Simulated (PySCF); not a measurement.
**Predicted spectroscopic data**

Theoretical values (PySCF 2.14.0 with density-fitted response routines): NMR shieldings at PBE0/pcSseg-1/GIAO, geometry: GFN2-xTB. No relativistic terms, gas phase, equivalent nuclei averaged, a single conformation.

Chemical shifts δ = σref − σ; $^{1}$H, $^{13}$C against TMS, all at this level. Splittings of carbon signals by F and P are missing where no couplings were computed. Where no couplings were computed, multiplicities follow the n + 1 count of equivalent neighbours, and m marks all less simple cases (inequivalent or close neighbours, rings, F or P nearby). Acid and N–H amide carbonyl carbons lie up to 10 ppm further downfield in solution (hydrogen bonding). Shifts are as computed. Against solution values, carbons near 30 ppm lie about +3 ppm off and those near 130 ppm about +5 ppm; carbons on Cl a further +6 ppm. Of 1211 compounds with measured shifts, 218 miss one by over three times the rms of a fit or turn the order of signals round; such compounds aren't used in these exercises. Carbons bonded to Cl come out too deshielded. OH and NH positions are gas-phase values without hydrogen bonding to other molecules.

Compound 1 (C$_{6}$H$_{11}$N$_{3}$Si). $^{1}$H NMR (400 MHz, computed): δ 7.97 (s, 1H), 7.37 (m, 1H), 6.02 (m, 1H), 5.64 (m, 1H), 5.54 (sept, 1H), 0.62 (d, 6H). $^{13}$C{$^{1}$H} NMR (computed): δ 153.0, 137.2, 129.9, 119.4, -1.1. Structure: SMILES C=Cc1cn([SiH](C)C)nn1.

Compound 2 (C$_{5}$H$_{5}$Cl). $^{1}$H NMR (400 MHz, computed): δ 6.36 (m, 1H), 5.87 (m, 1H), 4.54 (d, 2H), 3.13 (d, 1H). $^{13}$C{$^{1}$H} NMR (computed): δ 150.0, 119.1, 96.7, 82.9, 48.2. Structure: SMILES C#C/C=C\CCl.

Compound 3 (C$_{5}$H$_{2}$FNO$_{2}$). $^{1}$H NMR (400 MHz, computed): δ 6.61 (br s, 1H), 5.96 (m, 1H). $^{13}$C{$^{1}$H} NMR (computed): δ 156.5, 116.1, 89.9, 84.8, 69.2. Structure: `N#C[C@@H](F)C#CC(=O)O`.
